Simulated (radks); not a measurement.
Values are calculated unless marked as measured or tabulated.
Isoelectronic series with 3 electrons, each ion in its NIST ground configuration. Code: a radial shooting solver on a logarithmic mesh with Libxc functionals. Model: Dirac Kohn-Sham, PBEsol, spin-unpolarised, spherical densities, finite nucleus; Fermi nuclear charge, rms radius of each element as measured or else 0.836 A^(1/3) + 0.57 fm. Total energies (hartree) and orbital eigenvalues (eV):

ion    configuration  E (hartree)      2s1/2      1s1/2
Li          [He] 2s1     -7.38782    -2.8219   -51.3726
Be+         [He] 2s1    -14.18762   -13.5768  -116.9705
B2+         [He] 2s1    -23.24226   -31.2789  -210.0185
C3+         [He] 2s1    -34.55158   -55.8337  -330.3833
N4+         [He] 2s1    -48.11707   -87.2221  -478.0479
O5+         [He] 2s1    -63.94090  -125.4428  -653.0233
F6+         [He] 2s1    -82.02566  -170.5006  -855.3324
Ne7+        [He] 2s1   -102.37438  -222.4036  -1085.006
Mg9+        [He] 2s1   -149.87772  -346.7889  -1626.595
Al10+       [He] 2s1   -177.04031  -419.2971  -1938.599
Si11+       [He] 2s1   -206.48283  -498.7025  -2278.142
P12+        [He] 2s1   -238.21023  -585.0217  -2645.281
S13+        [He] 2s1   -272.22789  -678.2733  -3040.076
Cl14+       [He] 2s1   -308.54158  -778.4770  -3462.593
